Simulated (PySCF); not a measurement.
# Partial charges of `FC(F)=C(F)/C=C/[SiH2]S[SiH3]`

C4H7F3SSi2.
Z-matrix (Å and degrees, GFN2-xTB geometry), rows numbered from 1:
```
F 
C   1  1.3250
F   2  1.3239  1  110.78
C   2  1.3376  1  123.46  3   179.96
F   4  1.3490  2  117.43  1   179.89
C   4  1.4447  2  125.03  1    -0.13
C   6  1.3353  4  123.46  2   179.69
Si  7  1.8739  6  124.73  4   179.60
S   8  2.1483  7  106.11  6     1.00
Si  9  2.1468  8  103.86  7   176.44
H   6  1.0802  4  115.29  2    -0.42
H   7  1.0822  6  118.31  4    -0.16
H   8  1.4613  7  110.85  6   119.33
H   8  1.4615  7  110.79  6  -117.08
H  10  1.4574  9  108.00  8   -61.58
H  10  1.4508  9  102.76  8   178.31
H  10  1.4571  9  108.21  8    58.21
```

Density: PBE0/pcSseg-1 (PySCF); schemes: Mulliken, IAO, Hirshfeld and ESP-fitted. Isolated species at its GFN2-xTB geometry (one conformer only).

Question: Atoms with like bonding are taken together and averaged. At which atom do the 4 schemes differ most?

Answer: At C2: from +0.161 (Hirshfeld) to +0.575 e (Mulliken), 0.414 e apart.

Question: Do the Mulliken, IAO, Hirshfeld and ESP-fitted schemes agree on where the charge is highest?

Answer: The schemes don't all agree: Mulliken Si8 (+0.667); IAO Si8 (+0.708); Hirshfeld Si8 (+0.317); ESP-fitted Si10 (+0.400).

Question: For which atoms does the sign change between the 4 schemes (beyond +0.03 e in one, beyond −0.03 e in another)?

Answer: For none.

Question: What partial charge does each atom carry?

Answer: In e; atoms taken as equivalent share a row and are averaged (×n: the atom named and its like, n in all):

```
       atom            environment  Mulliken     IAO  Hirshfeld  ESP-fitted
         F1         vinyl fluorine    -0.229  -0.233     -0.052      -0.132
         C2            =CF2 carbon    +0.575  +0.520     +0.161      +0.343
         F3         vinyl fluorine    -0.229  -0.224     -0.059      -0.126
         C4     vinylic C–F carbon    +0.174  +0.192     +0.043      +0.074
         F5         vinyl fluorine    -0.267  -0.261     -0.071      -0.147
         C6       alkene CH carbon    -0.185  -0.142     -0.056      -0.203
         C7       alkene CH carbon    -0.398  -0.433     -0.144      -0.226
        Si8           SiH2 silicon    +0.667  +0.708     +0.317      +0.312
         S9  sulfur bonded to 2 Si    -0.586  -0.449     -0.176      -0.394
       Si10           SiH3 silicon    +0.480  +0.559     +0.307      +0.400
        H11       vinylic hydrogen    +0.159  +0.171     +0.039      +0.188
        H12       vinylic hydrogen    +0.138  +0.167     +0.042      +0.186
    H13/H14          Si–H hydrogen    -0.061  -0.124     -0.075      -0.047
H15/H16/H17          Si–H hydrogen    -0.060  -0.110     -0.068      -0.061
```

Mean size of the charges over all atoms: IAO 0.273 e, Mulliken 0.258 e, ESP-fitted 0.177 e, Hirshfeld 0.107 e. Each set sums to the total charge, 0, to within 0.001 e. The IAO scheme counts the electrons in orthogonalised intrinsic atomic orbitals, a minimal basis polarised so that it spans the occupied orbitals exactly. The Hirshfeld scheme divides the density at each point in proportion to the densities of the neutral, spherically averaged free atoms.

Some averages cover members that differ in this geometry: H15/H16/H17, ESP-fitted -0.073 to -0.036 e.

Question: How many electrons does the Mulliken scheme count on C6?

Answer: Z − q = 6 − (-0.185) = 6.185.

Question: Sum the charges by element, for elements with more than one atom.

Answer: 
```
element  atoms  Mulliken     IAO  Hirshfeld  ESP-fitted
      F      3    -0.724  -0.717     -0.182      -0.405
      C      4    +0.166  +0.137     +0.004      -0.012
     Si      2    +1.147  +1.267     +0.625      +0.712
      H      7    -0.003  -0.238     -0.271      +0.098
```

Question: How closely do the schemes follow one another over all atoms?

Answer: Correlation coefficient and root-mean-square difference: Mulliken with IAO 0.99, 0.054 e; IAO with Hirshfeld 0.97, 0.199 e; Mulliken with ESP-fitted 0.97, 0.133 e; IAO with ESP-fitted 0.96, 0.139 e; Mulliken with Hirshfeld 0.93, 0.205 e; Hirshfeld with ESP-fitted 0.92, 0.103 e.
